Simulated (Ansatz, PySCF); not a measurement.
Potential energy curve for LiNa, singlet.

Levels: RKS-B3LYP/3-21G = restricted B3LYP/3-21G (PySCF); FCI = Ansatz (a quantum-chemistry and plane-wave program) with full CI/aug-cc-pVDZ, frozen core.

Energies relative to the lowest point of each curve near equilibrium, in kcal/mol:

```
R / Å  RKS-B3LYP/3-21G
-----  ---------------
2.49               3.2
2.73               0.5
2.93               0.0
3.04               0.2
3.08               0.4
3.87               7.6
4.43              13.8
4.92              18.5
5.39              22.2
6.33              27.4
7.91              32.0
8.90              33.3
```

Q: What does FCI give at the same points?

A: 2.49: 4.2; 2.73: 0.9; 2.93: 0.0; 3.04: 0.0; 3.08: 0.1; 3.87: 6.0; 4.43: 11.0; 4.92: 14.3; 5.39: 16.3; 6.33: 18.0; 7.91: 18.7; 8.90: 18.8 (kcal/mol).

The restricted form behind RKS-B3LYP/3-21G keeps the bonding electrons paired and can't separate into open-shell fragments.
